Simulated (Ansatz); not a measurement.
```yaml
crystal:
  periodic: [false, false, false]
  atoms:
    - {symbol: Na, position_ang: [-1.958112, 0.430653, -1.980063]}
    - {symbol: Na, position_ang: [-0.017689, 2.762821, 0.556209]}
    - {symbol: Na, position_ang: [0.610613, -0.011009, -0.456919]}
    - {symbol: Na, position_ang: [-0.601904, -2.751835, -0.093091]}
    - {symbol: Na, position_ang: [1.337849, -0.419155, 2.444595]}
    - {symbol: F, position_ang: [-0.889710, -1.274422, -1.508807]}
    - {symbol: F, position_ang: [0.885958, -1.738723, 0.920580]}
    - {symbol: F, position_ang: [1.225461, 1.268433, 1.257570]}
    - {symbol: F, position_ang: [-0.592468, 1.733237, -1.140074]}
basis:
  gaussian: {orbitals: "6-31G*"}
magnetization: {spin_polarized: true, initial_magnetization: 1}
hamiltonian: {xc: {name: B2GP-PLYP}}
```

```sh
$ ansatz run in.yaml --threads 4 --pin off --events-out ev --progress --plain --max-ram 4787MiB
```

It prints (some lines left out):

```
Functional definition: B2GP-PLYP
1295 factors; integrals over basis functions are off by at most 3.5e-4 eV
mean field evaluation 1: about -32907.8199 eV, gradient 5.2e1 eV
mean field evaluation 2: about -32907.8566 eV, gradient 5.2e1 eV
mean field evaluation 4: about -32917.9418 eV, gradient 1.4e0 eV
mean field evaluation 8: about -32918.0108 eV, gradient 4.0e-2 eV
mean field evaluation 16: about -32918.0109 eV, gradient 1.5e-4 eV
mean field evaluation 32: about -32917.5191 eV, gradient 3.0e0 eV
mean field -32918.01093861 eV, -1209.7145893646 hartree, gradient 6.2e-6 eV, S^2 0.750081; 6 other end points of the search recorded, 0 dependent functions left out
9 core orbitals not correlated: weight in the atoms' cores, before any rotation towards them, 1.000 or more for the frozen orbitals, at most 0.000 for the correlated occupied ones
reference -32918.01104901 eV, -1209.7145934219 hartree; 37, 36 occupied and 109, 110 virtual orbitals, 1295 factors
second order -24.91310370 eV of doubles, -0.00000000 eV of singles
Total energy: -32926.97976634 eV, -1210.0441877046 hartree
```

Run time 23 s (4 threads of Arm Neoverse V2 on a shared host), peak host memory 0.82 GiB.

The 6-31G sets use Cartesian d functions. Correlated methods freeze 9 core orbitals; core or outer-core shells of Na are correlated, in sets that lack core-valence functions.
